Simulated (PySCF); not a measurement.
Electron correlation in Fe³⁺ (iron, charge +3)

[Ar] 3d5, high-spin 6S determinant. Computed with PySCF 2.14 in x2c-TZVPPall with one added diffuse shell each of s, p, d, f type (7s6p5d3f1g, 80 functions), with scalar relativity by spin-free X2C-1e. Frozen: [Ne]; 13 electrons correlated.

```json
{"level": "CCSD", "correlation energy (mhartree)": "-374.05"}
{"level": "(T)", "correlation energy (mhartree)": "-5.30"}
{"level": "CCSD(T)", "correlation energy (mhartree)": "-379.35"}
```

Diagnostics: T1 = 0.0039, D1 = 0.0081, largest double amplitude 0.026.

Cost of the coupled-cluster step: about 30 core-seconds, for 13 correlated electrons.

Iterations:

```
CC2 = 0
CCSD nocc = (np.int64(9), np.int64(4)), nmo = (75, 75)
frozen orbitals [[0, 1, 2, 3, 4], [0, 1, 2, 3, 4]]
max_cycle = 100
direct = 0
conv_tol = 1e-08
conv_tol_normt = 1e-06
diis_space = 8
diis_start_cycle = 0
Init t2, MP2 energy = -0.366902302802548
Init E_corr(UCCSD) = -0.366902302804459
cycle = 1  E_corr(UCCSD) = -0.370589958760348  dE = -0.00368765596  norm(t1,t2) = 0.0251994
cycle = 2  E_corr(UCCSD) = -0.373730980422587  dE = -0.00314102166  norm(t1,t2) = 0.00449828
cycle = 3  E_corr(UCCSD) = -0.373903367960952  dE = -0.000172387538  norm(t1,t2) = 0.00161772
cycle = 4  E_corr(UCCSD) = -0.374065285313686  dE = -0.000161917353  norm(t1,t2) = 0.000427752
cycle = 5  E_corr(UCCSD) = -0.374053439331006  dE = 1.18459827e-05  norm(t1,t2) = 5.15075e-05
cycle = 6  E_corr(UCCSD) = -0.374052734740394  dE = 7.04590611e-07  norm(t1,t2) = 8.20687e-06
cycle = 7  E_corr(UCCSD) = -0.374053190508836  dE = -4.55768441e-07  norm(t1,t2) = 2.2191e-06
cycle = 8  E_corr(UCCSD) = -0.374053207076801  dE = -1.6567965e-08  norm(t1,t2) = 2.90515e-07
cycle = 9  E_corr(UCCSD) = -0.374053197873262  dE = 9.20353849e-09  norm(t1,t2) = 4.23369e-08
UCCSD converged
E(UCCSD) = -1269.872913866878  E_corr = -0.374053197873262
UCCSD(T) correction = -0.00530420536695012
```

This basis was not built for core-valence correlation, so the inner-shell part is incomplete.
